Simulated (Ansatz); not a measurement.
A structure relaxed at PBE-D4/def2-SVP in Ansatz, charge -1, singlet:

```xyz
25

Sb    1.2485    0.8410   -1.8567
Sb    1.6969    0.3282    2.1967
Sb   -2.3859    1.4295   -0.0923
Sb   -0.6916   -2.2846    0.1192
Al   -0.8442    2.5321   -2.0705
Al    2.9980    1.4988    0.0895
Al    0.7060   -1.8075   -2.1665
Al    0.7052   -2.2148    2.4267
Al   -3.1465   -1.1751    0.2867
H     2.1518    1.2276   -3.2737
H     0.4245    1.3947    2.6437
H     2.6381    0.6365    3.6073
H    -3.7799    2.4233    0.1114
H    -1.6561    1.9182    1.3881
H    -1.0795   -3.9607    0.0017
H    -0.4858    4.0385   -1.6249
H    -1.6809    2.2771   -3.4242
H     3.0596    3.0840    0.3733
H     4.3674    0.6570   -0.0396
H     2.0900   -2.6322   -2.1132
H    -0.2811   -1.9921   -3.4277
H     2.0147   -3.1527    2.3526
H    -0.2348   -2.2586    3.7351
H    -4.0468   -1.5243   -1.0038
H    -3.7876   -1.2839    1.7610
```

**Question.** Give its formula and point group.

**Answer.** Al₅Sb₄H₁₆⁻, a cluster cut from zinc blende AlSb (hydrogen-capped). Point group Cs (tolerance 0.1 Å).

**Question.** Summarise the bond lengths by kind (pairs closer than 1.2 times the sum of covalent radii, bridged metal pairs left out).

**Answer.** 10 × Al–Sb 2.70 to 2.74 Å; 10 × Al–H 1.61 Å; 6 × H–Sb 1.72 Å.

In the def2 sets Sb takes a core potential; there is no spin–orbit coupling.
